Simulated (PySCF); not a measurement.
C3H7B2FO.
Numbering: `[BH2:1][O:2][BH:3][C@@H:4]1[CH2:5][C@@H:6]1[F:7]` (hydrogens: H8, H9 on B1; H10 on B3; H11 on C4; H12, H13 on C5; H14 on C6)

Torsions of this conformer, `[BH2:1][O:2][BH:3][C@@H:4]1[CH2:5][C@@H:6]1[F:7]`: O2–B3–C4–C5 -149°.

The closed-shell ground state was solved at several levels (PySCF, density fitting, gas phase, non-relativistic). Geometry: GFN2-xTB, one conformer, isolated molecule.

| level | basis functions | total energy (Eh) | HOMO (eV) | LUMO (eV) | gap (eV) | dipole (D) |
| --- | --- | --- | --- | --- | --- | --- |
| PBE0/pcSseg-1 | 154 | -342.9014 | -8.16 | -0.59 | 7.57 | 1.89 |
| B3LYP/pcJ-1 | 259 | -343.3526 | -7.90 | -0.84 | 7.06 | 1.90 |

Problem. What might CAM-B3LYP/def2-SVPD (202 basis functions) give for the same quantities?

Solution. Total energy -342.9435 Eh, HOMO -9.65 eV, LUMO 0.33 eV, gap 9.98 eV, dipole 1.98 D.

Problem. Over all these levels, which gives the widest orbital gap and which the narrowest?

Solution. CAM-B3LYP/def2-SVPD (range-separated hybrid) has the widest, 9.98 eV, and B3LYP/pcJ-1 (global hybrid, 20 % exact exchange) the narrowest, 7.06 eV. Functional and basis both differ between the two, so the spread mixes both effects.

Problem. How far do the dipole and the HOMO energy spread over the levels?

Solution. The dipole runs from 1.89 to 1.98 D (mean 1.92 D) and the HOMO from -9.65 to -7.90 eV.
